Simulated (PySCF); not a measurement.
A structure optimised at PBE-D3(BJ)/def2-TZVPD, used in a PySCF frequency run:

```xyz
4

C      0.0000     0.0000     0.0000
H      1.1012     0.0000     0.0000
H     -0.5506     0.9537     0.0000
H     -0.5506    -0.9537     0.0000
```
Charge +1, spin multiplicity 1.

Problem. Write its SMILES, formula and point group.

Solution. [CH3+], CH₃, D3h

Problem. What are its rotational constants (standard atomic weights)?

Solution. 275.63, 275.63, 137.82 GHz
